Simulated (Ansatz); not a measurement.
ClH2Sn, SMILES `[Cl][SnH2]` radical, relaxed with UKS PBE-D4/def2-SVP in the Gaussian-basis code of Ansatz from a rough embedded geometry. The force threshold is 0.03 eV/Å; the program also tests the step.

Charge 0, multiplicity 2. Sn takes the def2 core potential.

Start:

```xyz
4

Cl    0.224   -1.994    0.481
Sn   -0.434    0.177    0.144
H    -0.465    0.467   -1.568
H     0.675    1.349    0.943
```

| step | energy (eV) | largest force (eV/Å) | largest move (Å) |
| --- | --- | --- | --- |
| 1 | -18377.0851 | 1.888 | 0.000 |
| 2 | -18377.1759 | 0.397 | 0.159 |
| 3 | -18377.1947 | 0.051 | 0.061 |
| 4 | -18377.1950 | 0.003 | 0.006 |

End:

```xyz
4

Cl    0.272   -1.987    0.504
Sn   -0.507    0.248    0.151
H    -0.454    0.470   -1.590
H     0.689    1.268    0.935
```

Run time 1.9 s (2 threads of a server CPU on a shared host); peak host memory 0.14 GiB.
